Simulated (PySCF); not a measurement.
In(NHMe)(OH)2 (CH6InNO2), SMILES [In]([OH])([OH])[NH]C. Atoms are numbered in the order given.

```xyz
11

In    -0.0616    -0.0082     0.2956
N      0.8752    -0.6638    -1.4120
C      0.4442    -0.2032    -2.7262
H      1.0652    -1.6723    -1.4055
H     -0.4665    -0.7019    -3.1377
H      1.2592    -0.3482    -3.4724
H      0.2319     0.8851    -2.6989
O     -1.0694     1.7435     0.2404
H     -1.3530     1.9544     1.1516
O      0.1618    -0.7801     2.1599
H      0.7507    -1.5585     2.1175
```

Coordinates come from a PBE-D3(BJ)/def2-SVP optimisation. The structure was generated by enumeration; whether it is a known compound was not checked. The def2 effective core potentials stand for the cores of In; spin–orbit coupling is left out. The values are those of a single conformer.

The numbers are results of PBE-D3(BJ)/def2-SVP (PySCF 2.14.0), not measurements.

Frequencies are harmonic and unscaled.

```tsv
mode	ν (cm⁻¹)	IR (km/mol)	moving atoms (share of kinetic energy)
1	65	2.3	O 44 %, C 25 %, H 17 %, In 12 %
2	72	3.1	H 37 %, O 22 %, C 19 %, N 16 %
3	114	6.9	O 49 %, H 31 %, In 15 %
4	119	28.1	O 63 %, In 16 %, H 15 %
5	160	17.9	H 53 %, N 29 %
6	198	71.4	H 89 %
7	234	15.5	C 32 %, H 29 %, N 27 %, In 9 %
8	271	64.9	H 92 %
9	433	51.9	N 43 %, H 41 %
10	555	42.9	O 74 %, H 17 %
11	579	68.1	O 83 %, In 15 %
12	589	42.2	H 47 %, N 29 %, O 12 %, In 10 %
13	807	59.7	H 94 %
14	836	86.2	H 93 %
15	1042	4.5	H 84 %, C 13 %
16	1082	14.4	H 58 %, C 24 %, N 17 %
17	1093	63.5	N 36 %, C 34 %, H 30 %
18	1314	6.4	H 76 %, N 13 %, C 11 %
19	1392	18.1	H 89 %, C 11 %
20	1414	21.4	H 94 %
21	1440	4.3	H 97 %
22	2900	119.2	H 96 %
23	2963	34.9	H 91 %, C 9 %
24	3042	11.5	H 91 %, C 9 %
25	3466	5.8	H 93 %
26	3704	46.5	H 94 %
27	3705	32.3	H 94 %
```
